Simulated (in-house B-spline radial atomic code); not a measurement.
A run on Rb that did not converge. Method: scalar-relativistic (X2C) TPSS, spin-polarised, spherical fractional occupations, Fermi nucleus of rms radius 4.2036 fm; computed with a B-spline radial code for spherical atoms.

Command:
```bash
python run_scf.py task.json out
```
Settings (nuclear radius in fm, mass in u):
```
Z                37
configuration    [Ne] 3s2 3p5.25 3d10 4s2 4p6 5s1 5f0.75
hamiltonian      x2c
method           tpss,tpss
spin_polarised   True
nucleus          fermi
rms_radius       4.2036
atomic_mass      84.91179
speed_of_light   137.035999084
```

First and last ten iterations of the last attempt (damped for 15 steps, keeping 80 % of the old Fock matrix, then DIIS):
```
 iter        energy (Eh)    residual
    1       -2974.444529    5.44e-02
    2       -2974.447190    2.10e-03
    3       -2974.447219    1.39e-03
    4       -2974.447231    1.08e-03
    5       -2974.447236    9.23e-04
    6       -2974.447240    7.85e-04
    7       -2974.447242    6.68e-04
    8       -2974.447243    5.69e-04
    9       -2974.447244    4.85e-04
   10       -2974.447245    4.13e-04
  111       -2974.447250    3.17e-05
  112       -2974.447250    3.72e-05
  113       -2974.447254    9.71e-05
  114       -2974.447248    1.19e-05
  115       -2974.447246    6.02e-05
  116       -2974.447246    2.57e-05
  117       -2974.447246    2.26e-05
  118       -2974.447246    3.18e-05
  119       -2974.447251    2.99e-05
  120       -2974.447238    1.41e-04
 not converged after 120 iterations
```

The smallest residual met was 7.2e-06; the threshold is about 4e-07. No energy from this run should be used. Cost of the run: 5.5 s on 1 thread of Arm Neoverse V1, on a shared host.
